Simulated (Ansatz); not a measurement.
`F[Si]([SiH3])(Cl)Cl` → `Cl[Si]Cl` + `F[SiH3]`  (silylene formation by 1,1-elimination)

Gas-phase electronic energies from Ansatz, PBE0-D4/def2-TZVP geometries. CCSD(T)/CBS is the MP2 limit (def2-TZVPP, def2-QZVPP) plus CCSD(T) − MP2 in def2-TZVPP, frozen cores. This one scheme is used for every species. DFT in def2-TZVPP. B3LYP here is the variant with VWN-RPA as its local correlation; programs differ in this.

```tsv
level	ΔE (kJ/mol)	difference from CCSD(T)/CBS
PBE-D4	164.1	3.8
r2SCAN-D4	178.2	17.9
B3LYP-D4	151.4	-8.9
r2SCANh-D4	179.9	19.6
BHLYP-D4	165.3	5.0
CAM-B3LYP-D4	159.8	-0.5
ωB97X-V	173.8	13.5
ωB97M-V	149.6	-10.7
BLYP	114.6	-45.7
PBE0	166.2	5.9
B3LYP	132.7	-27.6
BHLYP	148.4	-11.9
HF/def2-TZVPP	141.0	-19.3
CCSD(T)/def2-TZVPP	155.5	-4.8
HF/CBS(def2)	140.5	-19.8
MP2/CBS(def2)	169.0	8.7
CCSD(T)/CBS	160.3	0
```

Largest T1 diagnostic among the species: 0.013.

Leaving LDA and LC-ωPBE aside and taking each functional with its dispersion term where it has one, the values, not all of them listed here, spread over 44.2 kJ/mol, from BLYP-D4 to r2SCAN0-D4. LDA lies +34.7 kJ/mol from PBE without D4. At CCSD(T), def2-SVP lies −14.0 kJ/mol from the extrapolated value and def2-TZVPP −4.8 kJ/mol. The D4 term adds +18.8 kJ/mol with B3LYP and +10.3 kJ/mol with PBE0; it sums over pairs of atoms, weighted by their polarisabilities, and B3LYP, whose exchange is more repulsive, gets the larger term.
